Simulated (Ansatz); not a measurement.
Ansatz (an electronic-structure program) input:
A basis named .json is the Basis Set Exchange file of that set.

Ansatz 0.2 input:
```yaml
crystal:
  periodic: [false, false, false]
  atoms:
    - {symbol: C, position_ang: [2.80059054, 0.24587637, 0.70922342]}
    - {symbol: C, position_ang: [1.56186541, 0.66513549, 0.00975163]}
    - {symbol: C, position_ang: [0.57205507, -0.50837076, -0.23927506]}
    - {symbol: C, position_ang: [-0.63690644, -0.06567016, -1.00379134]}
    - {symbol: C, position_ang: [-1.88965206, 0.02245386, -0.56133176]}
    - {symbol: C, position_ang: [-2.40220536, -0.31909730, 0.80332460]}
    - {symbol: H, position_ang: [2.89202742, 0.32411461, 1.78383050]}
    - {symbol: H, position_ang: [3.58488092, -0.27594533, 0.17653885]}
    - {symbol: H, position_ang: [1.03666512, 1.43303674, 0.58284631]}
    - {symbol: H, position_ang: [1.80533944, 1.10706321, -0.96284191]}
    - {symbol: H, position_ang: [0.29999674, -0.95094748, 0.71899688]}
    - {symbol: H, position_ang: [1.09756674, -1.28465002, -0.80410270]}
    - {symbol: H, position_ang: [-0.44464534, 0.23904354, -2.02938389]}
    - {symbol: H, position_ang: [-2.64183582, 0.38094661, -1.25864209]}
    - {symbol: H, position_ang: [-1.61740968, -0.65851757, 1.47736110]}
    - {symbol: H, position_ang: [-2.88581117, 0.54884458, 1.26090534]}
    - {symbol: H, position_ang: [-3.16125713, -1.10495370, 0.74708269]}
basis:
  gaussian:
    orbitals: cc-pVQZ
    fitting: {mean_field: def2-universal-jkfit, correlation: cc-pVQZ-RIFIT.json}
magnetization: {spin_polarized: true, initial_magnetization: 1}
correlation: {method: mp2, electrons: outside_noble_gas}
```

Task: What final total energy does it print?

Result: -234.69822 Eh (RI-MP2/cc-pVQZ). The basis has 660 functions.

It need not be the lowest isomer of its formula.
